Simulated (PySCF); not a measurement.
Mg(H)(NH2) (H₃MgN), SMILES [NH2][MgH]. Atoms are numbered in the order given.

```xyz
5

Mg     0.0000     0.0000     0.7520
H      0.0000     0.0000     2.4445
N      0.0000     0.0000    -1.1407
H      0.0000     0.8123    -1.7416
H      0.0000    -0.8123    -1.7416
```

Geometry optimised at B3LYP-D3(BJ)/def2-TZVP.

Method: M06-2X/def2-TZVPD (PySCF).

The molecule is in vacuum.

The total energy is -256.60419 hartree and the point group is C2v. The highest occupied level is -7.75 eV and the lowest empty level comes out as -0.34 eV. The orbital gap comes out as 7.41 eV, the dipole moment comes out as 0.57 D and the quadrupole, principal values (traceless, Buckingham form, about the centre of nuclear charge) comes out as -8.80, 1.22, 7.58 D·Å. The mean static polarisability comes out as 39.5 bohr³ (5.85 Å³). The polarisability, principal values comes out as 34.8, 38.5, 45.0 bohr³.
